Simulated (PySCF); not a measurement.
## Correlation energy of N (nitrogen, neutral)

[He] 2s1 2p4, high-spin 4P determinant (an excited configuration). Calculation: PySCF 2.14, in dyall-av3z (15s9p3d2f, 71 functions); no relativity, point nucleus. Frozen: 1s2; 5 electrons correlated; the 14 highest virtual orbitals of each spin left out.

```
  level  correlation energy (mhartree)
   CCSD                        -115.14
    (T)                          -5.08
CCSD(T)                        -120.22
```

Diagnostics: T1 = 0.026, D1 = 0.0698, largest double amplitude 0.151.

A double-excitation amplitude exceeds 0.15, a sign of near-degeneracy.

Cost of the coupled-cluster step: roughly 2.7 core-seconds, for 5 correlated electrons.
